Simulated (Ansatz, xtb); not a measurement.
C6H9ClS: which of two isomers lies lower

Structure I: `C[C@@H]1C[C@@H](Cl)CC1=S`, a singlet. Structure II: `C[C@]1(Cl)CCCC1=S`, a singlet. Both are isolated molecules in the gas phase, relaxed with B3LYP-D3(BJ)/def2-SVP, each in the lowest conformer that the search found.

**Question.** Estimate which is lower in electronic energy at CCSD(T)/def2-SVP + ΔMP2/def2-TZVPP, and by roughly how much.

**Answer.** Too close to call at this level: CCSD(T)/def2-SVP + ΔMP2/def2-TZVPP gives E(II) − E(I) = −0.32 kcal/mol.

The same difference at several levels:

```json
{"level": "GFN2-xTB", "geometry": "GFN2-xTB", "E(II) − E(I) (kcal/mol)": "−1.31", "departure from the last row (kcal/mol)": "−0.99", "job, with rough time for the two": "optimisation, 0.18 s"}
{"level": "HF/STO-3G", "geometry": "GFN2-xTB", "E(II) − E(I) (kcal/mol)": "−0.61", "departure from the last row (kcal/mol)": "−0.29", "job, with rough time for the two": "single point, 0.48 s"}
{"level": "r2SCAN-D4/def2-SVP", "geometry": "GFN2-xTB", "E(II) − E(I) (kcal/mol)": "−0.70", "departure from the last row (kcal/mol)": "−0.37", "job, with rough time for the two": "single point, 4.7 s"}
{"level": "B3LYP-D3(BJ)/def2-SVP", "geometry": "B3LYP-D3(BJ)/def2-SVP", "E(II) − E(I) (kcal/mol)": "−0.46", "departure from the last row (kcal/mol)": "−0.13", "job, with rough time for the two": "optimisation, 49 s"}
{"level": "HF/def2-SVP", "geometry": "B3LYP-D3(BJ)/def2-SVP", "E(II) − E(I) (kcal/mol)": "+1.67", "departure from the last row (kcal/mol)": "+1.99", "job, with rough time for the two": "part of the CCSD(T) run"}
{"level": "MP2/def2-SVP", "geometry": "B3LYP-D3(BJ)/def2-SVP", "E(II) − E(I) (kcal/mol)": "−1.57", "departure from the last row (kcal/mol)": "−1.25", "job, with rough time for the two": "part of the CCSD(T) run"}
{"level": "CCSD(T)/def2-SVP", "geometry": "B3LYP-D3(BJ)/def2-SVP", "E(II) − E(I) (kcal/mol)": "−1.00", "departure from the last row (kcal/mol)": "−0.68", "job, with rough time for the two": "single point"}
{"level": "CCSD(T)/def2-SVP + ΔMP2/def2-TZVPP", "geometry": "B3LYP-D3(BJ)/def2-SVP", "E(II) − E(I) (kcal/mol)": "−0.32", "departure from the last row (kcal/mol)": "", "job, with rough time for the two": "single point, 2.4 min"}
```

As drawn, both hold the same kinds of bond in the same numbers.

The largest departure from CCSD(T)/def2-SVP + ΔMP2/def2-TZVPP is that of HF/def2-SVP, 1.99 kcal/mol. The last row adds to CCSD(T) the change of the MP2 difference between the two basis sets, here +0.68 kcal/mol.

With thermal terms from frequencies at re-optimised GFN2-xTB minima (ideal gas, soft modes damped towards free rotors, one conformer each, 298.15 K, 1 atm): the zero-point term adds 0.00 kcal/mol; ΔH is −0.24 and ΔG −0.17 kcal/mol.

The correlated steps freeze 16 core orbitals. Programs: Ansatz 0.2.0, xtb 6.7.1; the last row on 4 threads of Arm Neoverse V2 on a shared host.
